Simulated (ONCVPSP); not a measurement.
zirconium (Zr): one change to an ONCV potential, before and after

zirconium, optimised norm-conserving Vanderbilt (ONCV), made with ONCVPSP 4.0.1 (PBEsol, fully relativistic). Core [Kr], reference 4d3 5s1. Waves: 5s: rc 3.25 bohr, ncon 4, nbas 8, qcut 1.8 1/bohr, 3 projectors, debl 0.6 Ha; p scattering state at 0.19 Ha: rc 2.75 bohr, ncon 4, nbas 9, qcut 2.5 1/bohr, 3 projectors, debl 3.1 Ha; 4d: rc 2.95 bohr, ncon 4, nbas 9, qcut 6.1 1/bohr, 3 projectors, debl 3.3 Ha. Local part: polynomial inside 2.00 bohr (lpopt 5, dvloc0 4 Ha). Core correction: Teter function, fcfact 3.25, rcfact 1.65.

Open shells are filled in proportion to 2j + 1.

Change: p: nproj 2.

Cutoffs: the cutoffs (Ha) at which the residual kinetic energy of the hardest occupied pseudo-wave falls to 1 and 0.1 mHa per electron; they do not see the model core or the augmentation charge, which bear on the density cutoff. Errors are all-electron minus pseudo energies relative to the spin-unpolarised reference configuration.

How do hardness, ghosts and transferability respond?

The potential gets neither clearly harder nor softer (11 Ha and 13 Ha → 11 Ha and 13 Ha); the errors of the 4 common tests hardly move; the range in which the p3/2 phases agree narrows (upper end at the end of the scan → 3.4); the range in which the p1/2 phases agree narrows (upper end at the end of the scan → 0.2); neither file shows a bound ghost.

| quantity | base | changed |
| --- | --- | --- |
| cutoff, loose | 11 Ha | 11 Ha |
| cutoff, tight | 13 Ha | 13 Ha |
| bound ghosts | none | none |
| GHOST(+) flags under 300 eV | s at 67.9 eV, p1/2 at 193.8 eV, p3/2 at 194.5 eV | s at 67.9 eV, p1/2 at 111.1 eV, p3/2 at 111.6 eV |
| error for 4d2 5s2, meV [ΔE -1.21 eV] | -30 | -30 |
| error for 4d2 5s1, meV [ΔE 5.96 eV] | -50 | -50 |
| error for 4d2 5s0, meV [ΔE 18.87 eV] | -359 | -359 |
| error for 4d2 5s1 5p1, meV [ΔE 1.86 eV] | -43 | -41 |
| s: phases at 3.30 bohr within 0.05 rad from the reference energy up to (Ha; the scan ends near 5) | n/a | n/a |
| p3/2: phases at 2.79 bohr within 0.05 rad from the reference energy up to (Ha; the scan ends near 5) | to the end of the scan | 3.4 |
| p1/2: phases at 2.79 bohr within 0.05 rad from the reference energy up to (Ha; the scan ends near 5) | to the end of the scan | 0.2 |
| d5/2: phases at 3.00 bohr within 0.05 rad from the reference energy up to (Ha; the scan ends near 5) | 0.8 | 0.8 |
| d3/2: phases at 3.00 bohr within 0.05 rad from the reference energy up to (Ha; the scan ends near 5) | 0.8 | 0.8 |
| rms error of d²Exc/dni dnj with the model core, mHa | 3.96 | 3.96 |

Base: The cutoffs count occupied waves only; projector 3 of the p channel, the hardest unoccupied one, needs 60 Ha at the loose tolerance. Changed file: The cutoffs count occupied waves only; projector 2 of the p channel, the hardest unoccupied one, needs 43 Ha at the loose tolerance.
